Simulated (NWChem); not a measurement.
Species: neopentane (C5H12); SMILES CC(C)(C)C

```xyz
17

C      1.2124     0.7552    -0.5518
C      0.0001     0.0000     0.0000
C     -0.1752     0.3311     1.4847
C      0.2188    -1.5066    -0.1646
C     -1.2561     0.4203    -0.7683
H      2.1342     0.4733    -0.0175
H      1.3649     0.5368    -1.6211
H      1.0845     1.8448    -0.4472
H     -1.0421    -0.1988     1.9114
H      0.7148     0.0396     2.0656
H     -0.3349     1.4109     1.6358
H      1.1178    -1.8404     0.3784
H      0.3485    -1.7768    -1.2251
H     -0.6392    -2.0785     0.2243
H     -1.1604     0.1943    -1.8427
H     -1.4404     1.5023    -0.6687
H     -2.1479    -0.1073    -0.3932
```
Atoms are numbered in this order, from 1.

Results from NWChem. Pople sets run with spherical d functions. All runs use the structure optimised with PBE0/def2-SVP. B3LYP is NWChem's, with the RPA form of VWN correlation. Total energies compare along this basis series because the functional is fixed.

```json
[
 {"level": "B3LYP/STO-3G", "basis functions": "37", "energy (Ha)": "-195.4279", "highest occupied level (eV)": "-7.53", "orbital gap (eV)": "17.36"},
 {"level": "B3LYP/3-21G", "basis functions": "69", "energy (Ha)": "-196.7082", "highest occupied level (eV)": "-8.59", "orbital gap (eV)": "11.20"},
 {"level": "B3LYP/6-31G*", "basis functions": "94", "energy (Ha)": "-197.7692", "highest occupied level (eV)": "-8.59", "orbital gap (eV)": "10.62"},
 {"level": "B3LYP/6-31+G*", "basis functions": "114", "energy (Ha)": "-197.7759", "highest occupied level (eV)": "-8.78", "orbital gap (eV)": "8.89"},
 {"level": "B3LYP/def2-SVP", "basis functions": "130", "energy (Ha)": "-197.6288", "highest occupied level (eV)": "-8.75", "orbital gap (eV)": "9.94"},
 {"level": "B3LYP/def2-SVPD", "basis functions": "196", "energy (Ha)": "-197.6434", "highest occupied level (eV)": "-8.83", "orbital gap (eV)": "9.16"},
 {"level": "B3LYP/def2-TZVP", "basis functions": "227", "energy (Ha)": "-197.8490", "highest occupied level (eV)": "-8.80", "orbital gap (eV)": "?"},
 {"level": "B3LYP/6-311++G**", "basis functions": "194", "energy (Ha)": "-197.8309", "highest occupied level (eV)": "-8.82", "orbital gap (eV)": "8.49"}
]
```

Question: Complete the blanks.

Answer: 
- B3LYP/def2-TZVP, orbital gap (eV): 9.42
